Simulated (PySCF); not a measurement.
# Interval between two levels of Ne⁺ by level of theory

Ne⁺ [He] 2s2 2p5 [2P3/2, M_J = 3/2] → Ne⁺ [He] 2s1 2p6 [2S1/2, M_J = 1/2], as a difference of total energies. Calculation: PySCF 2.14, in x2c-TZVPall-2c (5s3p2d1f, 31 functions); the two-component X2C-1e Hamiltonian. Correlated levels: 1s2 frozen. "Screened" scales the spin-orbit matrix elements by Boettger's factors to mimic the two-electron term; Breit and QED terms are absent.

```csv
method,interval between two levels (cm⁻¹),error (cm⁻¹)
GHF (spin-free),238610,+21565
GMP2 (spin-free),222870,+5822
GHF (screened spin-orbit),238900,+21849
GMP2 (screened spin-orbit),223150,+6107
```

Reference: 217050 cm⁻¹ (measured; NIST Handbook of Basic Atomic Spectroscopic Data (Sansonetti and Martin, J. Phys. Chem. Ref. Data 34, 1559 (2005))).

Errors of the correlated levels include the incompleteness of this basis and the frozen core.
